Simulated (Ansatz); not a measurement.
Geometry optimisation, Ansatz, RKS PBE0-D4/def2-SVP.

The input (input.yaml):

```yaml
crystal:
  periodic: [false, false, false]
  atoms:
    - { symbol: B, position_ang: [0.0, 0.0, 0.0] }
    - { symbol: O, position_ang: [0.0, 0.0, 1.76] }
    - { symbol: H, position_ang: [-0.9095, -0.2814, 2.0971] }
    - { symbol: F, position_ang: [1.1431, 0.0, -0.66] }
    - { symbol: F, position_ang: [-1.1431, 0.0, -0.66] }
    - { symbol: F, position_ang: [0.0726, 1.5356, 0.5108] }
    - { symbol: H, position_ang: [0.0505, 1.068, 1.4702] }
basis:
  gaussian: { orbitals: def2-SVP }
hamiltonian:
  xc: pbe0
  dispersion: d4
relax:
  f_tol: 0.15
  max_steps: 25
  restrain:
    - { distance: [0, 5], at: 2.52, k: 30.0 }
    - { distance: [6, 1], at: 2.21, k: 30.0 }
    - { distance: [0, 1], at: 1.41, k: 30.0 }
    - { distance: [6, 5], at: 0.92, k: 30.0 }
```

Launched with:

```bash
$ ansatz run input.yaml --threads 1 --pin off --max-ram 2048MiB --backend cpu --events-out ev --progress --plain --runs-dir out
```

Question: Where does it end, and by what steps?

Answer: It converged. The restraints hold the end off the free minimum. After 7 steps the energy has fallen by 2.044 eV (the restraints' own energy left out); H7 moved furthest, 0.76 Å. Parted: B1–F6 (1.62 → 2.52 Å), O2–H7 (1.11 → 2.21 Å).

```csv
step,energy less start (eV),largest force component (eV/Å),accepted
0,0.0000,4.969,yes
1,-0.7247,2.815,yes
2,-1.1268,2.805,yes
3,-1.6316,1.798,yes
4,-1.8578,1.676,yes
5,-2.0195,1.261,yes
6,-2.0396,1.043,yes
7,-2.0444,0.915,yes
```

```xyz
7
Properties=species:S:1:pos:R:3
B -0.061 -0.255 0.116
O -0.055 -0.410 1.486
H -0.952 -0.502 1.826
F 1.090 -0.181 -0.515
F -1.187 -0.274 -0.573
F 0.007 2.190 0.724
H 0.372 1.755 1.454
```

Run time: 13 s on 1 thread of Intel(R) Xeon(R) 6975P-C (Granite Rapids), with other jobs on the host, peak memory 0.17 GiB.
